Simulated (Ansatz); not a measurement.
Ansatz (a quantum-chemistry and plane-wave program) input (B3LYP-D3(BJ)/def2-TZVP):

Ansatz 0.2 input:
```yaml
crystal:
  periodic: [false, false, false]
  atoms:
    - {symbol: Co, position_ang: [0.00000000, 0.00000000, 0.00000000]}
    - {symbol: F, position_ang: [-0.00000000, -0.00000000, -1.80324730]}
    - {symbol: F, position_ang: [0.00000000, 0.00000000, 1.80324730]}
basis:
  gaussian:
    orbitals: def2-TZVP
hamiltonian:
  xc: b3lyp
  dispersion: d3bj
total_charge: -1
magnetization: {spin_polarized: true, initial_magnetization: 2}
phonons: {temperatures: {t_min: 298.15, t_max: 298.15, t_step: 100}}
```

Output:

```
Functional definition: B3LYP
integrals: 0.03 GiB planned
832 factors; their error is unknown
mean field: 0.46 GiB planned
mean field evaluation 1: about -43064.1379 eV, gradient 4.0e1 eV
mean field evaluation 2: about -43004.6865 eV, gradient 1.8e2 eV
mean field evaluation 4: about -43067.7812 eV, gradient 1.2e1 eV
mean field evaluation 8: about -43068.1463 eV, gradient 1.1e-1 eV
mean field evaluation 16: about -43068.2727 eV, gradient 2.3e-4 eV
mean field evaluation 32: about -43064.1379 eV, gradient 4.0e1 eV
mean field -43068.41598780 eV, -1582.7350947308 hartree, gradient 2.6e-5 eV, S^2 2.064762; 6 other end points of the search recorded, 0 dependent functions left out
the calculation of the forces begins
reference -43068.41620972 eV, -1582.7351028860 hartree; 24, 22 occupied and 83, 85 virtual orbitals, 832 factors
these checks for a lower state are left out or cut short: stability, starts, cluster_reference, orbital_swaps, neighbouring_geometries, increment
integrals: 0.03 GiB planned
832 factors; their error is unknown
mean field: 0.46 GiB planned
mean field -43068.41597980 eV, -1582.7350944368 hartree, gradient 2.8e-6 eV, S^2 2.064762; 0 other end points of the search recorded, 0 dependent functions left out
the calculation of the forces begins
reference -43068.41620172 eV, -1582.7351025920 hartree; 24, 22 occupied and 83, 85 virtual orbitals, 832 factors
these checks for a lower state are left out or cut short: stability, starts, cluster_reference, orbital_swaps, neighbouring_geometries, increment
integrals: 0.03 GiB planned
832 factors; their error is unknown
mean field: 0.46 GiB planned
mean field evaluation 64: about -43068.4160 eV, gradient 2.8e-6 eV
mean field -43068.41597980 eV, -1582.7350944368 hartree, gradient 2.8e-6 eV, S^2 2.064762; 0 other end points of the search recorded, 0 dependent functions left out
the calculation of the forces begins
reference -43068.41620172 eV, -1582.7351025920 hartree; 24, 22 occupied and 83, 85 virtual orbitals, 832 factors
these checks for a lower state are left out or cut short: stability, starts, cluster_reference, orbital_swaps, neighbouring_geometries, increment
integrals: 0.03 GiB planned
832 factors; their error is unknown
mean field: 0.45 GiB planned
mean field -43068.41597980 eV, -1582.7350944368 hartree, gradient 2.8e-6 eV, S^2 2.064762; 0 other end points of the search recorded, 0 dependent functions left out
the calculation of the forces begins
reference -43068.41620171 eV, -1582.7351025920 hartree; 24, 22 occupied and 83, 85 virtual orbitals, 832 factors
these checks for a lower state are left out or cut short: stability, starts, cluster_reference, orbital_swaps, neighbouring_geometries, increment
integrals: 0.03 GiB planned
832 factors; their error is unknown
mean field: 0.45 GiB planned
mean field -43068.41597980 eV, -1582.7350944368 hartree, gradient 2.8e-6 eV, S^2 2.064762; 0 other end points of the search recorded, 0 dependent functions left out
the calculation of the forces begins
reference -43068.41620171 eV, -1582.7351025920 hartree; 24, 22 occupied and 83, 85 virtual orbitals, 832 factors
these checks for a lower state are left out or cut short: stability, starts, cluster_reference, orbital_swaps, neighbouring_geometries, increment
integrals: 0.03 GiB planned
832 factors; their error is unknown
mean field: 0.46 GiB planned
mean field -43068.41588304 eV, -1582.7350908810 hartree, gradient 2.5e-6 eV, S^2 2.064761; 0 other end points of the search recorded, 0 dependent functions left out
the calculation of the forces begins
reference -43068.41610496 eV, -1582.7350990362 hartree; 24, 22 occupied and 83, 85 virtual orbitals, 832 factors
these checks for a lower state are left out or cut short: stability, starts, cluster_reference, orbital_swaps, neighbouring_geometries, increment
integrals: 0.03 GiB planned
832 factors; their error is unknown
mean field: 0.46 GiB planned
mean field -43068.41588304 eV, -1582.7350908810 hartree, gradient 2.5e-6 eV, S^2 2.064761; 0 other end points of the search recorded, 0 dependent functions left out
the calculation of the forces begins
reference -43068.41610496 eV, -1582.7350990362 hartree; 24, 22 occupied and 83, 85 virtual orbitals, 832 factors
these checks for a lower state are left out or cut short: stability, starts, cluster_reference, orbital_swaps, neighbouring_geometries, increment
integrals: 0.03 GiB planned
832 factors; their error is unknown
mean field: 0.46 GiB planned
mean field -43068.41598580 eV, -1582.7350946574 hartree, gradient 1.9e-6 eV, S^2 2.064762; 0 other end points of the search recorded, 0 dependent functions left out
the calculation of the forces begins
reference -43068.41620772 eV, -1582.7351028126 hartree; 24, 22 occupied and 83, 85 virtual orbitals, 832 factors
these checks for a lower state are left out or cut short: stability, starts, cluster_reference, orbital_swaps, neighbouring_geometries, increment
integrals: 0.03 GiB planned
832 factors; their error is unknown
mean field: 0.46 GiB planned
mean field evaluation 96: about -43068.2925 eV, gradient 8.2e-2 eV
mean field -43068.41598580 eV, -1582.7350946574 hartree, gradient 2.1e-6 eV, S^2 2.064762; 0 other end points of the search recorded, 0 dependent functions left out
the calculation of the forces begins
reference -43068.41620772 eV, -1582.7351028126 hartree; 24, 22 occupied and 83, 85 virtual orbitals, 832 factors
these checks for a lower state are left out or cut short: stability, starts, cluster_reference, orbital_swaps, neighbouring_geometries, increment
integrals: 0.03 GiB planned
832 factors; their error is unknown
mean field: 0.45 GiB planned
mean field -43068.41598580 eV, -1582.7350946573 hartree, gradient 1.8e-6 eV, S^2 2.064762; 0 other end points of the search recorded, 0 dependent functions left out
the calculation of the forces begins
reference -43068.41620772 eV, -1582.7351028126 hartree; 24, 22 occupied and 83, 85 virtual orbitals, 832 factors
these checks for a lower state are left out or cut short: stability, starts, cluster_reference, orbital_swaps, neighbouring_geometries, increment
integrals: 0.03 GiB planned
832 factors; their error is unknown
mean field: 0.45 GiB planned
mean field -43068.41598580 eV, -1582.7350946573 hartree, gradient 1.8e-6 eV, S^2 2.064762; 0 other end points of the search recorded, 0 dependent functions left out
the calculation of the forces begins
reference -43068.41620772 eV, -1582.7351028126 hartree; 24, 22 occupied and 83, 85 virtual orbitals, 832 factors
these checks for a lower state are left out or cut short: stability, starts, cluster_reference, orbital_swaps, neighbouring_geometries, increment
integrals: 0.03 GiB planned
832 factors; their error is unknown
mean field: 0.46 GiB planned
mean field -43068.41593096 eV, -1582.7350926419 hartree, gradient 2.3e-6 eV, S^2 2.064624; 0 other end points of the search recorded, 0 dependent functions left out
the calculation of the forces begins
reference -43068.41615280 eV, -1582.7351007944 hartree; 24, 22 occupied and 83, 85 virtual orbitals, 832 factors
these checks for a lower state are left out or cut short: stability, starts, cluster_reference, orbital_swaps, neighbouring_geometries, increment
integrals: 0.03 GiB planned
832 factors; their error is unknown
mean field: 0.46 GiB planned
mean field -43068.41593933 eV, -1582.7350929495 hartree, gradient 1.7e-6 eV, S^2 2.064898; 0 other end points of the search recorded, 0 dependent functions left out
the calculation of the forces begins
reference -43068.41616132 eV, -1582.7351011075 hartree; 24, 22 occupied and 83, 85 virtual orbitals, 832 factors
these checks for a lower state are left out or cut short: stability, starts, cluster_reference, orbital_swaps, neighbouring_geometries, increment
integrals: 0.03 GiB planned
832 factors; their error is unknown
mean field: 0.46 GiB planned
mean field evaluation 128: about -43068.4160 eV, gradient 3.3e-5 eV
mean field -43068.41598580 eV, -1582.7350946574 hartree, gradient 2.1e-6 eV, S^2 2.064762; 0 other end points of the search recorded, 0 dependent functions left out
the calculation of the forces begins
reference -43068.41620772 eV, -1582.7351028126 hartree; 24, 22 occupied and 83, 85 virtual orbitals, 832 factors
these checks for a lower state are left out or cut short: stability, starts, cluster_reference, orbital_swaps, neighbouring_geometries, increment
integrals: 0.03 GiB planned
832 factors; their error is unknown
mean field: 0.46 GiB planned
mean field -43068.41598580 eV, -1582.7350946574 hartree, gradient 1.9e-6 eV, S^2 2.064762; 0 other end points of the search recorded, 0 dependent functions left out
the calculation of the forces begins
reference -43068.41620772 eV, -1582.7351028126 hartree; 24, 22 occupied and 83, 85 virtual orbitals, 832 factors
these checks for a lower state are left out or cut short: stability, starts, cluster_reference, orbital_swaps, neighbouring_geometries, increment
integrals: 0.03 GiB planned
832 factors; their error is unknown
mean field: 0.45 GiB planned
mean field -43068.41598580 eV, -1582.7350946573 hartree, gradient 1.8e-6 eV, S^2 2.064762; 0 other end points of the search recorded, 0 dependent functions left out
the calculation of the forces begins
reference -43068.41620772 eV, -1582.7351028126 hartree; 24, 22 occupied and 83, 85 virtual orbitals, 832 factors
these checks for a lower state are left out or cut short: stability, starts, cluster_reference, orbital_swaps, neighbouring_geometries, increment
integrals: 0.03 GiB planned
832 factors; their error is unknown
mean field: 0.45 GiB planned
mean field -43068.41598580 eV, -1582.7350946573 hartree, gradient 1.8e-6 eV, S^2 2.064762; 0 other end points of the search recorded, 0 dependent functions left out
the calculation of the forces begins
reference -43068.41620772 eV, -1582.7351028126 hartree; 24, 22 occupied and 83, 85 virtual orbitals, 832 factors
these checks for a lower state are left out or cut short: stability, starts, cluster_reference, orbital_swaps, neighbouring_geometries, increment
integrals: 0.03 GiB planned
832 factors; their error is unknown
mean field: 0.46 GiB planned
mean field -43068.41593933 eV, -1582.7350929495 hartree, gradient 1.7e-6 eV, S^2 2.064898; 0 other end points of the search recorded, 0 dependent functions left out
the calculation of the forces begins
reference -43068.41616132 eV, -1582.7351011075 hartree; 24, 22 occupied and 83, 85 virtual orbitals, 832 factors
these checks for a lower state are left out or cut short: stability, starts, cluster_reference, orbital_swaps, neighbouring_geometries, increment
integrals: 0.03 GiB planned
832 factors; their error is unknown
mean field: 0.46 GiB planned
mean field evaluation 160: about -43068.4159 eV, gradient 2.3e-6 eV
mean field -43068.41593096 eV, -1582.7350926419 hartree, gradient 2.3e-6 eV, S^2 2.064624; 0 other end points of the search recorded, 0 dependent functions left out
the calculation of the forces begins
reference -43068.41615280 eV, -1582.7351007944 hartree; 24, 22 occupied and 83, 85 virtual orbitals, 832 factors
Total energy: -43068.45936384 eV, -1582.7366887707 hartree
Atom 0 at     0.000000     0.000000     0.000000 Å, force    -0.000000    -0.000000    -0.000000 eV/Å
Atom 1 at    -0.000000    -0.000000    -1.803247 Å, force     0.000000     0.000000     0.001488 eV/Å
Atom 2 at     0.000000     0.000000     1.803247 Å, force    -0.000000    -0.000000    -0.001488 eV/Å
Dipole moment:    -0.000000     0.000000     0.000000 e Å
Vibrations: 173.58 173.59 492.33 628.20 cm⁻¹, zero-point energy 0.090986 eV
```

The spin state was set by rule; other spins were not relaxed.
